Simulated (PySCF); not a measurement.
Frontier orbitals and the lowest excitations

Species: [OsO3N]- (charge -1 and singlet state).
Cartesian coordinates in Å at the PBE0-D3(BJ)/def2-SVP level; atoms count from 1:
```xyz
5
NO3Os angstrom
Os     0.0038    0.0071    0.0035
O     -0.0135   -0.0637    1.7423
O      1.6370   -0.0076   -0.5959
O     -0.8491    1.4140   -0.5642
N     -0.7782   -1.3498   -0.5857
```

Theory: PySCF, TDDFT CAM-B3LYP/def2-SVPD, vertical, gas phase, core orbitals frozen in the response, def2 core potentials past Kr. Spin–orbit coupling is left out. The geometry's basis has no diffuse functions, a weakness for an anion.

Kohn–Sham orbitals with the atoms that hold most of them (Löwdin shares over 4%, at most four atoms):

```
orbital  ε (eV)                            atoms
 HOMO-3   -5.53   N5 38%, O2 17%, O4 17%, O3 17%
 HOMO-2   -5.30           O2 32%, O4 32%, O3 32%
 HOMO-1   -4.51    N5 39%, O2 34%, O3 9%, Os1 9%
   HOMO   -4.51   N5 39%, O4 26%, O3 25%, Os1 9%
   LUMO    3.41  Os1 46%, N5 17%, O3 15%, O4 13%
 LUMO+1    3.42  Os1 46%, N5 17%, O2 16%, O4 12%
 LUMO+2    4.80  Os1 63%, O3 11%, O4 11%, O2 11%
```

Within 0.005 eV of a neighbour in this list lie HOMO-1/HOMO and LUMO/LUMO+1 (point group found: C3v); within a degenerate set the shares of single atoms can hang on how the components are chosen.

Question: How does S1 compare with the orbital gap of 7.93 eV?

Answer: S1 is at 3.40 eV (f = 0.0000), 4.52 eV below the gap, made of HOMO-1/HOMO→LUMO/LUMO+1 (≥96%). 

For S1 the Löwdin share of osmium is 9% in HOMO and 46% in LUMO.

Next come S2 at 3.69 eV (f 0.0020), HOMO-1/HOMO→LUMO/LUMO+1 (≥96%); S3 at 3.69 eV (f 0.0020), HOMO-1/HOMO→LUMO/LUMO+1 (≥96%); S4 at 4.45 eV (f 0.026), HOMO-1/HOMO→LUMO/LUMO+1 (≥81%); S5 at 4.68 eV (f 0.0005), HOMO-3→LUMO/LUMO+1 (≥86%), HOMO-2→LUMO/LUMO+1 (≥10%).

Orbitals of the list HOMO-3 to LUMO+2 that lie within 0.01 eV of each other are written together with a slash and their weights summed (≥ marks a lower bound); for degenerate orbitals outside that list single weights are arbitrary.

On one thread of an x86-64 server (shared host), this took 16 s of wall time.
